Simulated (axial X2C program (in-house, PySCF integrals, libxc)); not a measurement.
# SnP⁺ at several levels of theory

Calculated with an in-house all-electron X2C program for linear molecules (integrals from PySCF). Spin-free means the one-electron spin-free X2C Hamiltonian. Basis: Sn dyall-cv3z [11s12p9d4f1g], P dyall-v3z [8s7p2d1f] (cores contracted in-house); Gaussian nuclei, density fitting, unrestricted open shells. Masses: Sn 119.902 u, P 30.974 u.

Input file and command:
```json
{"zs": [50, 15], "q": 1, "bas": ["dyall-cv3z", "dyall-v3z"], "levels": ["PBE0", "HF", "BP86"], "cc": true, "r0": 2.32, "thr": -1.0, "nmax": 90, "npts": 10, "nst": 2, "ntry": 6}
```
```bash
python so2c.py task.json out
```

Keys: zs atomic numbers; q charge; bas basis sets; levels methods; cc coupled cluster on or off; r0 starting distance in Å; thr threshold in hartree for freezing inner shells (an s shell follows its p shell); nmax most natural virtual spinors; npts points on the curve; nst determinants followed; ntry starts of the search. HF also brings MP2.

State, spin-free: M_S = 1, Λ = 0 (beyond evenly filled blocks: π+α, π-α); electrons by block: σα: 15, σβ: 15, π+α: 7, π+β: 6, π-α: 7, π-β: 6, δ+α: 2, δ+β: 2, δ-α: 2, δ-β: 2. Fragments: Sn+ + P.

```json
{"Hamiltonian": "spin-free", "level": "PBE0", "Re (Å)": "2.511", "ωe (cm⁻¹)": "335.2", "De (eV)": "2.27", "k (mdyn/Å)": "1.63", "μ (D)": "0.06"}
{"Hamiltonian": "spin-free", "level": "HF", "Re (Å)": "2.513", "ωe (cm⁻¹)": "331.7", "De (eV)": "0.873", "k (mdyn/Å)": "1.6", "μ (D)": "-0.52"}
{"Hamiltonian": "spin-free", "level": "CCSD", "Re (Å)": "2.527", "ωe (cm⁻¹)": "326.2", "De (eV)": "1.78", "k (mdyn/Å)": "1.54", "μ (D)": "n/a"}
{"Hamiltonian": "spin-free", "level": "CCSD(T)", "Re (Å)": "2.534", "ωe (cm⁻¹)": "323.2", "De (eV)": "1.89", "k (mdyn/Å)": "1.51", "μ (D)": "n/a"}
{"Hamiltonian": "spin-free", "level": "BP86", "Re (Å)": "2.546", "ωe (cm⁻¹)": "315.3", "De (eV)": "2.54", "k (mdyn/Å)": "1.44", "μ (D)": "0.36"}
```

Correlated methods: 8 electrons correlated (number of frozen shells: Sn 4 s, 3 p, 2 d; P 2 s, 1 p), 230 virtual spin orbitals or spinors in MP2, 90 natural virtuals in coupled cluster.

Dipoles are positive if P is the positive end and refer to the centre of mass.

Occupations by symmetry block were frozen at the best pattern of an incomplete PBE0 search. Dissociation energies refer to the lowest single-determinant-based atoms at the same level and basis. Coupled cluster ran in a truncated set of natural virtual spinors; the MP2 energy of the rest was added. (T) has no such correction and the atoms are truncated less, which lowers De at CCSD(T) by a hundredth of an eV or more. Other states lie close and PBE0, whose exact exchange favours high spin, may order them wrongly; the determinant shown need not be the ground state. The nearest other spin-free determinant of the search, M_S = 0, Λ = 2, lies 0.86 eV up at the distance of the search. The determinant is spin-polarised beyond a pure state at some levels (its spin-free form has ⟨S²⟩ too high), which makes Re and μ there less reliable. The stretched end of a curve changes character and is left out. With the outer-core shells frozen, correlated bond lengths of heavy atoms tend to come out a few hundredths of an ångström too long. Spin-free De lacks the spin–orbit lowering of the heavy p-block atom, a tenth of an eV or more for 4p and 5p, up to an eV for 6p and one to two eV for 7p atoms, less what an open-shell molecule gains itself.

No reliable constants came from BP86 (2c), CCSD (2c), CCSD(T) (2c), HF (2c), MP2 (2c), MP2 (spin-free), PBE0 (2c): no minimum in range, unconverged points, a curve that is not smooth, a change of character along it, or the two Hamiltonians disagreeing along it.

The whole task took 3.6 min on 1 thread of Arm Neoverse N1 (shared host).
